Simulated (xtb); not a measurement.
B(Br)(vinyl)(OH) (C2H4BBrO), SMILES C=CB(Br)O. All values are semi-empirical tight-binding results from xtb (GFN2-xTB unless named), good for trends rather than for accurate numbers. Geometry optimised at GFN2-xTB. This is a generated structure with no PubChem entry under its InChIKey; it may be hypothetical. Other conformers were not sampled.

Optimised geometry:

```xyz
9

B      0.6109     0.1413    -0.1248
Br    -1.1498     0.0704     0.6392
C      0.9246    -0.7389    -1.3700
C      2.1136    -0.7834    -1.9642
H      0.1274    -1.3533    -1.7755
H      2.3090    -1.4018    -2.8257
H      2.9375    -0.1927    -1.5981
O      1.5327     0.9307     0.4099
H      1.3245     1.4666     1.1770
```

Computed properties:
The point group as xtb finds it comes out as Cs, the orbital gap is 3.71 eV and the zero-point energy is 37.7 kcal/mol. The G − E(el) at 298.15 K (modified RRHO) comes out as 18.2 kcal/mol and the static polarisability (D4 model) is 62.1 bohr³. The solvation energy, GFN2-xTB/ALPB(water) is -5.2 kcal/mol and the solvation energy, GFN2-xTB/ALPB(octanol) is -7.2 kcal/mol.

Q: Give the atomic charges and the Wiberg bond orders between heavy atoms. (The exact figures need the calculation; the answer reports its results.)

A: charges (e) B1 0.42, Br2 -0.27, C3 -0.12, C4 -0.06, H5 0.04, H6 0.05, H7 0.05, O8 -0.43, H9 0.32. Bond orders B1–Br2 0.97, B1–C3 1.04, C3–C4 1.94, B1–O8 1.29.
